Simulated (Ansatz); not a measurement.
`FC1=C[C]1(F)[GeH3]` + H₂ → `FC1=C[CH]1[GeH3]` + H–F at 298.15 K and 1 bar (hydrogenolysis of a C–F bond).

Calculated with Ansatz (gas phase, PBE0-D4/def2-TZVP geometries, no zero-point term in ΔE). CBS: MP2 limit from def2 TZ/QZ plus the TZ coupled-cluster correction, frozen cores. This one scheme is used for every species. For Ge outer-core shells are correlated without core-valence functions, which leaves a few kJ/mol of doubt a bond. Scalar relativity is left out up to krypton.

```tsv
species	CCSD(T)/CBS energy (Eh)	H − E (kJ/mol)	S (J/(mol·K))
`FC1=C[C]1(F)[GeH3]`	-2392.12989	165.0	357.5
H₂	-1.17544	35.1	130.4
`FC1=C[CH]1[GeH3]`	-2292.93839	183.3	341.4
H–F	-100.39570	33.5	173.6
```

H − E and S are ideal-gas, rigid-rotor, harmonic terms from PBE0-D4/def2-TZVP, for one conformer and one mirror image of each species. The MP2-based limit puts H₂ 0.8 mEh under its directly extrapolated value; such offsets cancel only in part. 1 Eh = 2625.50 kJ/mol, R = 8.31446 J/(mol·K).

By hand: ΔE, ΔH, ΔS and ΔG.

ΔE = (-2292.93839) + (-100.39570) − (-2392.12989) − (-1.17544) = -0.02876 Eh = -75.5 kJ/mol. Δ(H − E) = 183.3 + 33.5 − 165.0 − 35.1 = 16.7, so ΔH = -58.8 kJ/mol. ΔS = 341.4 + 173.6 − 357.5 − 130.4 = 27.1 J/(mol·K). ΔG = -58.8 − 298.15 × (27.1)/1000 = -66.9 kJ/mol.

By hand: the equilibrium constant, and the temperature at which ΔG would vanish if ΔH and ΔS stayed fixed.

log₁₀ K = −ΔG/(RT ln 10) = 11.7. ΔH and −TΔS have one sign here, so there is no such temperature.

ΔH outweighs TΔS. A doubt of 5 kJ/mol in ΔE shifts log₁₀ K by 0.9 here. Other conformers and mirror images would add mixing entropy, several J/(mol·K) or more a flexible species. These are equilibria of isolated gas molecules and say nothing of rates. Largest T1 diagnostic: 0.013 (customary marks: 0.02 for closed shells, 0.045 for open ones).
